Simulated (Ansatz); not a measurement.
Species: ReCl, charge 0, multiplicity 5. The spin state was set by rule; other spins were not relaxed. 
Structure (B3LYP-D3(BJ)/def2-TZVP (Ansatz, a quantum-chemistry and plane-wave program) minimum search):
```
Re
Cl 1 2.2104
```
Charge 0, spin multiplicity 5.

Property: vertical ionisation energy (to the sextet state of charge +1; each state is the SCF solution reached for its spin; the UHF <S^2> is 6.64 for the quintet (pure: 6.00); for the quintet T1 is 0.086), in eV. Correlated levels leave the core frozen unless marked. Open shells are spin-unrestricted. Spin-orbit coupling is left out. The frozen core is the preceding noble-gas configuration, with the filled d and f shells of earlier blocks. Past Kr the def2 sets carry scalar-relativistic core potentials. CBS(X,Y): correlation extrapolated as X^-3; Hartree-Fock from the larger set.

| level | program | vertical ionisation energy (eV) | minus last row |
|---|---|---|---|
| SVWN5/def2-TZVPD | Ansatz | 7.91 | 0.38 |
| B3LYP/def2-TZVPD | Ansatz | 7.77 | 0.24 |
| CAM-B3LYP/def2-TZVPD | Ansatz | 7.76 | 0.23 |
| wB97M-V/def2-TZVPD | Ansatz | 7.69 | 0.16 |
| CCSD/def2-SVPD | Ansatz | 7.21 | -0.32 |
| CCSD/CBS(def2-TZVPPD,def2-QZVPPD) | Ansatz | 7.43 | -0.10 |
| CCSD(T)/CBS(def2-TZVPPD,def2-QZVPPD) | Ansatz | 7.53 | 0.00 |
